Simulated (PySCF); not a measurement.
# Two-dimensional NMR puzzle

Compound of formula C₆H₅NO. Correlations simulated from computed shifts and the bond graph:

HSQC (one-bond C–H):
```csv
δH,δC
10.30,197.4
9.34,157.4
7.85,128.0
```

COSY cross peaks (H two or three bonds apart, from the bond graph; peaks can be absent where the dihedral angle is near 90°):
```csv
δH,δH
9.34,7.85
```

HMBC (two and three bonds, from the bond graph):
```csv
δH,δC
10.30,"145.6, 128.0"
9.34,"157.4, 145.6, 128.0"
7.85,"197.4, 157.4, 145.6, 128.0"
```

Carbons without hydrogens: δ 145.6.

One averaged value for each set of equivalent atoms, gas phase, no relativistic terms, one computed conformer. GFN2-xTB geometry; shieldings: GIAO PBE0/pcSseg-1; PySCF 2.14.

Scale: $^{1}$H (31.72 ppm), $^{13}$C (186.93 ppm) against TMS (reference shieldings calculated alike).

Exchangeable hydrogens are left out of these lists.

Work out the connectivity.

Answers

`C1(C=O)=CC=NC=C1`.

Numbering as in the mapped SMILES `[O:1]=[CH:2][c:3]1[cH:4][cH:5][n:6][cH:7][cH:8]1` (H(Xn): hydrogen on atom n).

δC 197.4 is C2, an aldehyde carbonyl carbon (δH 10.30). δC 157.4 is C5/C7, an aromatic CH next to a ring nitrogen (δH 9.34). δC 145.6 is C3, a substituted aromatic carbon. δC 128.0 is C4/C8, an aromatic CH (δH 7.85). HMBC from δH 10.30 reaches the proton-free carbon C3. HMBC from δH 9.34 reaches the proton-free carbon C3. HMBC from δH 7.85 reaches the proton-free carbon C3. COSY links 9.34–7.85.

The shifts were computed for this structure.

Shifts are as computed. Against solution values, carbons near 30 ppm lie about +3 ppm off and those near 130 ppm about +5 ppm. Of 1211 compounds with measured shifts, 218 miss one by over three times the rms of a fit or turn the order of signals round; such compounds aren't used in these exercises.
